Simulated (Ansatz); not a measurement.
Molecule: C₄H₂ISe, net charge 0, doublet state. It need not be the lowest isomer of its formula. 
Geometry from a B3LYP-D3(BJ)/def2-TZVP (Ansatz, a quantum-chemistry and plane-wave program) optimisation:
```xyz
8

I      1.9418    -0.7794    -0.3185
C     -0.0391    -0.1379    -0.0708
C     -0.3698     1.0250     0.5010
Se    -2.1969     1.3520     0.5966
C     -2.3778    -0.3255    -0.2529
C     -1.1788    -0.9077    -0.5003
H     -3.3568    -0.7132    -0.4844
H     -1.0734    -1.8707    -0.9801
```
Charge 0, spin multiplicity 2.

Total electronic energies in hartree. Cores are frozen in the correlated levels unless marked. Open shells are spin-unrestricted. No spin-orbit coupling. Frozen are the shells of the preceding noble gas and the d and f shells that filled before the atom's block. Past Kr the def2 sets carry scalar-relativistic core potentials. STO-3G rows are all-electron and non-relativistic. Basis-set limits of correlation are two-point, X^-3; Hartree-Fock from the larger set. The bracket is a focal-point correction in the basis named.

The UHF reference is spin-contaminated (<S^2> 0.44 over the pure value in the largest basis). 

```
level                                                              program  energy (Eh)
----------------------------------------------------------  --------------  -----------
revPBE/def2-TZVPD                                                   Ansatz          [?]
PBE0/STO-3G                                                         Ansatz          [?]
HSE06-D3(BJ)/def2-TZVPD                                     Ansatz + dftd3  -2852.37901
CAM-B3LYP/def2-TZVPD                                                Ansatz  -2852.86315
B2GP-PLYP-D4/def2-TZVPD                                     Ansatz + dftd4  -2851.75376
MP2/def2-QZVPP                                                      Ansatz  -2850.07033
RI-MP2/CBS(def2-TZVPP,def2-QZVPP)+[CCSD(T)-MP2]/def2-SVP            Ansatz   -2850.2136
RI-MP2/CBS(def2-TZVPP,def2-QZVPP)+[CCSD(T)-MP2]/def2-TZVPP          Ansatz   -2850.2283
CCSD(T)/CBS(def2-TZVPP,def2-QZVPP)                                  Ansatz   -2850.2225
```

Some entries are withheld; supply them.


- revPBE/def2-TZVPD, energy (Eh): -2852.63901
- PBE0/STO-3G, energy (Eh): -9378.70759
